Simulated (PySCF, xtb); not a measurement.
C2H8BiN, SMILES [BiH2][N](C)C.

Harmonic wavenumbers (cm⁻¹) from GFN2-xTB in xtb at its own minimum, in rising order: 107, 204, 225, 247, 268, 306, 482, 587, 602, 826, 982, 1055, 1088, 1135, 1207, 1225, 1414, 1426, 1485, 1493, 1496, 1509, 1726, 1802, 2814, 2836, 2945, 2949, 2998, 3034.

### Question
What does PySCF with B3LYP-D3(BJ)/def2-SVP give at its own minimum? (The exact figures need the calculation; the answer reports its results.)

### Answer
126, 186, 233, 262, 278, 306, 499, 568, 598, 775, 965, 1073, 1110, 1153, 1227, 1242, 1426, 1445, 1450, 1464, 1474, 1489, 1701, 1780, 2907, 2914, 2999, 3002, 3076, 3101. Paired by order, the mean absolute difference is 29 cm⁻¹ and the zero-point energies are 57.9 and 58.4 kcal/mol.
